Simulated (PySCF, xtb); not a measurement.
CuCl, SMILES [Cl][Cu], multiplicity 1.

GFN2-xTB (xtb) at its own geometry gives an orbital gap of 4.89 eV and a dipole moment of 6.78 D.

Coordinates come from a PBE0-D3(BJ)/def2-TZVPD optimisation. The multiplicity is an assumed one; other spin states were not compared.

Problem. What does PySCF with B3LYP/def2-TZVPD give? (The exact figures need the calculation; the answer reports its results.)

Solution. gap 3.91 eV (levels -7.35 and -3.43 eV), dipole 4.99 D.
